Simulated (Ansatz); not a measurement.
Molecule: SeF3 (charge +1, singlet). 
Coordinates optimised at B3LYP-D3(BJ)/def2-TZVP (Ansatz, a program for electronic structure):
```
Se
F 1 1.6652
F 1 1.6652 2 97.43
F 1 1.6652 2 97.43 3 -98.54
```
Charge +1, spin multiplicity 1.

Parts of the frozen-core correlation energy in STO-3G (Ansatz, hartree). Frozen orbitals: 17; correlated occupied orbitals by spin: 13 and 13; virtual: 3 and 3. Spin-orbit coupling is left out. Non-relativistic.

```tsv
term	value
reference (HF)	-2667.27145
MP2 opposite-spin	…
MP2 same-spin	…
CCSD correlation	…
(T)	-0.00727
FCI minus CCSD(T)	-0.00291
T1 diagnostic	0.018
largest doubles amplitude	0.062
```

### Question
Complete the blanks.

### Answer

- MP2 opposite-spin, value: -0.08376
- MP2 same-spin, value: -0.01399
- CCSD correlation, value: -0.12802
